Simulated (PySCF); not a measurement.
## Electron correlation in Te³⁺ (tellurium, charge +3)

[Kr] 4d10 5s2 5p1, 2P determinant. Computed with PySCF 2.14 in x2c-QZVPPall (13s9p7d4f1g, 112 functions), with the spin-free X2C one-electron Hamiltonian (Gaussian nucleus). Frozen: [Kr] 4d10; 3 electrons correlated.

| level | correlation energy (mhartree) |
| --- | --- |
| CCSD | -48.81 |
| (T) | -0.61 |
| CCSD(T) | -49.42 |

Diagnostics: T1 = 0.0074, D1 = 0.0169, largest double amplitude 0.092.

Cost of the coupled-cluster step: about 24 core-seconds, for 3 correlated electrons.

Iterations:

```
CC2 = 0
CCSD nocc = (np.int64(2), np.int64(1)), nmo = (89, 89)
frozen orbitals [[0, 1, 2, 3, 4, 5, 6, 7, 8, 9, 10, 11, 12, 13, 14, 15, 16, 17, 18, 19, 20, 21, 22], [0, 1, 2, 3, 4, 5, 6, 7, 8, 9, 10, 11, 12, 13, 14, 15, 16, 17, 18, 19, 20, 21, 22]]
max_cycle = 100
direct = 0
conv_tol = 1e-08
conv_tol_normt = 1e-06
diis_space = 8
diis_start_cycle = 0
Init t2, MP2 energy = -0.0378551455016136
Init E_corr(UCCSD) = -0.0378551455031551
cycle = 1  E_corr(UCCSD) = -0.045107748192536  dE = -0.00725260269  norm(t1,t2) = 0.0378896
cycle = 2  E_corr(UCCSD) = -0.0474144798509554  dE = -0.00230673166  norm(t1,t2) = 0.0146705
cycle = 3  E_corr(UCCSD) = -0.0488200618063221  dE = -0.00140558196  norm(t1,t2) = 0.00612067
cycle = 4  E_corr(UCCSD) = -0.0488065121199152  dE = 1.35496864e-05  norm(t1,t2) = 0.000579383
cycle = 5  E_corr(UCCSD) = -0.048811394331606  dE = -4.88221169e-06  norm(t1,t2) = 5.76771e-05
cycle = 6  E_corr(UCCSD) = -0.0488103837364855  dE = 1.01059512e-06  norm(t1,t2) = 7.07515e-06
cycle = 7  E_corr(UCCSD) = -0.0488106584339191  dE = -2.74697434e-07  norm(t1,t2) = 1.44801e-06
cycle = 8  E_corr(UCCSD) = -0.048810617248717  dE = 4.11852021e-08  norm(t1,t2) = 2.90708e-07
cycle = 9  E_corr(UCCSD) = -0.0488106163241317  dE = 9.24585318e-10  norm(t1,t2) = 5.0954e-08
UCCSD converged
E(UCCSD) = -6789.044239327291  E_corr = -0.04881061632413165
UCCSD(T) correction = -0.000611018286075428
```
